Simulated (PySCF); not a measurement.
B(NCO)(OH)(OMe) (C2H4BNO3), SMILES COB(O)N=C=O. Atoms are numbered in the order given.

```xyz
11

B      0.2901     0.4297    -0.3069
N      0.0617     0.0850     1.0771
C     -0.4154    -0.6235     1.9245
O     -0.8440    -1.2608     2.8071
O      1.0313     1.5253    -0.6317
H      1.3536     1.9973     0.1453
O     -0.2433    -0.3521    -1.2731
C     -0.0485    -0.0569    -2.6445
H      1.0211    -0.0754    -2.9118
H     -0.5774    -0.8198    -3.2334
H     -0.4489     0.9373    -2.9031
```

Coordinates come from a B3LYP-D3(BJ)/def2-SVP optimisation. The structure was generated by enumeration, and PubChem lists no compound with its InChIKey, so it may never have been made. Other conformers were not sampled.

The numbers are results of TDA-LC-ωPBE/def2-SVPD run with PySCF, not measurements.

Vertical excitations. 

Computed lowest excited states:
```csv
state,energy (eV),λ (nm),f,main pairs
S1,7.11,174,0.000,HOMO−1→LUMO+1 85 %
S2,7.44,167,0.050,"HOMO→LUMO+1 42 %, HOMO−1→LUMO+4 17 %, HOMO−2→LUMO+1 10 %, HOMO−1→LUMO 9 %"
S3,7.52,165,0.002,"HOMO→LUMO+4 27 %, HOMO→LUMO 18 %, HOMO→LUMO+5 14 %, HOMO−2→LUMO+4 9 %"
S4,8.38,148,0.004,"HOMO→LUMO 54 %, HOMO→LUMO+4 11 %, HOMO→LUMO+3 10 %"
S5,8.42,147,0.078,"HOMO−1→LUMO 57 %, HOMO−1→LUMO+2 17 %, HOMO→LUMO+1 9 %"
S6,8.72,142,0.011,"HOMO−2→LUMO 66 %, HOMO→LUMO+2 11 %"
S7,9.15,135,0.217,"HOMO−2→LUMO+1 49 %, HOMO→LUMO+1 26 %"
S8,9.28,134,0.000,HOMO−3→LUMO+1 85 %
S9,9.38,132,0.000,"HOMO→LUMO+2 31 %, HOMO−2→LUMO+3 25 %, HOMO−4→LUMO 18 %"
S10,9.46,131,0.023,HOMO−3→LUMO 64 %
T1,6.40,194,0,"HOMO→LUMO+1 56 %, HOMO−2→LUMO+1 15 %"
T2,6.73,184,0,HOMO−1→LUMO+1 70 %
T3,6.79,183,0,"HOMO−1→LUMO+4 37 %, HOMO−1→LUMO+5 22 %, HOMO→LUMO+1 13 %, HOMO−1→LUMO 9 %"
T4,7.24,171,0,"HOMO→LUMO+4 24 %, HOMO−1→LUMO+1 19 %, HOMO→LUMO+5 13 %, HOMO→LUMO 11 %"
```
Triplets are in the Tamm–Dancoff approximation.
